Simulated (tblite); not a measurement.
C₆H₁₂O₃ (SMILES COCOC(=O)C(C)C), singlet, at a GFN2-xTB geometry; GFN1-xTB in tblite 0.6.0.

The tblite input:
```
$ tblite run mol.xyz --method gfn1 --charge 0 --spin 0 --spin-polarized --json tblite.json --no-restart

# file mol.xyz
21

C      3.38990276     0.87294801     0.44839550
O      2.04855788     1.02998237     0.05700842
C      1.63168586     0.07807959    -0.87544507
O      0.23916542     0.15728709    -1.00137494
C     -0.49635496    -0.51139740    -0.08203748
O     -0.02490052    -1.24714046     0.73772993
C     -1.96376934    -0.17907530    -0.24195578
C     -2.82865669    -1.37264345     0.14881617
C     -2.24567507     1.03163580     0.65498727
H      4.06785597     0.98552259    -0.40607488
H      3.58599618     1.65648419     1.17625281
H      3.55402065    -0.10839673     0.90827248
H      2.04512057     0.28811705    -1.87474864
H      1.92434223    -0.93677628    -0.55124780
H     -2.13556096     0.10067483    -1.28462047
H     -3.88036344    -1.09922744     0.12266588
H     -2.66648475    -2.20385408    -0.53308936
H     -2.57246037    -1.69938729     1.15333715
H     -1.60753743     1.86696159     0.37740491
H     -3.28514590     1.33435644     0.55330425
H     -2.05516016     0.77720940     1.69507241
```

**Question.** Predict the main parts of the log of this tblite run.

**Answer.** 
```
xTB calculator
 | screened Coulomb repulsion
 | Coulomb electrostatics
 |  * isotropic Klopman-Ohno-Mataga-Nishimoto electrostatics
 |  * onsite third-order electrostatics
 | DFT-D3(BJ) dispersion correction
 | Interactions (1)
 | [1] spin polarization

halogen bonding energy    0.0000000000000E+00 Eh
repulsion energy          3.1694139253065E-01 Eh
dispersion energy        -7.8545466156155E-03 Eh
interaction energy        0.0000000000000E+00 Eh
number of electrons       5.4000000000000E+01 e
integral cutoff           1.9731147476801E+01 bohr

------------------------------------------------------------
  cycle        total energy    energy error   density error
------------------------------------------------------------
      1     -32.82317338870  -3.3132260E+01   4.3203108E-01
      2     -33.27441047360  -4.5123708E-01   2.3208221E-01
      3     -33.28025902587  -5.8485523E-03   9.8946316E-02
      4     -33.28095319811  -6.9417224E-04   1.1348514E-02
      5     -33.28189751260  -9.4431449E-04   1.9265261E-03
      6     -33.28193036844  -3.2855845E-05   9.7694716E-04
      7     -33.28193783640  -7.4679594E-06   1.6260986E-04
      8     -33.28193803712  -2.0072306E-07   1.7267580E-05
------------------------------------------------------------

electronic energy        -3.3591024883039E+01 Eh
total energy             -3.3281938037124E+01 Eh

Post processing:
 | Mayer-Wiberg bond orders

[Info] JSON dump of results written to 'tblite.json'
```
